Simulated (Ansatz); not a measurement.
Isolated molecules relaxed with PBE0-D4/def2-TZVP in Ansatz; ΔE leaves out vibrations. CCSD(T)/CBS adds triple-zeta CCSD(T) − MP2 to the extrapolated MP2 energy (def2 sets, frozen cores). Double bonds are as drawn, so ΔE can hold a change between cis and trans. DFT in def2-TZVPP. B3LYP here is the variant with VWN-RPA as its local correlation; programs differ in this. One conformer a species, not always the lowest.

Reaction (ligand exchange at the Al–C bond): `[AlH2][C@H]1[SiH2][Si@@H]1S` + `C/C=C/N` → `C/C=C\[NH][AlH2]` + `S[SiH]1C[SiH2]1`

```tsv
level	ΔE (kJ/mol)
r2SCAN-D4	-61.5
B3LYP-D4	-66.7
B2PLYP	-67.3
PBE0	-58.2
MP2/def2-TZVPP	-62.3
MP2/def2-QZVPP	-61.1
SCS-MP2/def2-QZVPP	-63.2
MP2/CBS(def2)	-60.0
```

(1) What does CCSD(T)/CBS give? (An estimate is asked.)

Largest T1 diagnostic among the species: 0.013.

## Answers

(1) Ansatz gave: -60.4 kJ/mol. The listed levels differ from it by -1.1, -6.3, -6.9, 2.2, -1.9, -0.7, -2.8, 0.4 kJ/mol.

In def2-TZVPP, CCSD(T) changes the Hartree–Fock value by +4.8 kJ/mol (the triples alone add +1.5 kJ/mol) and MP2 by +5.2 kJ/mol.
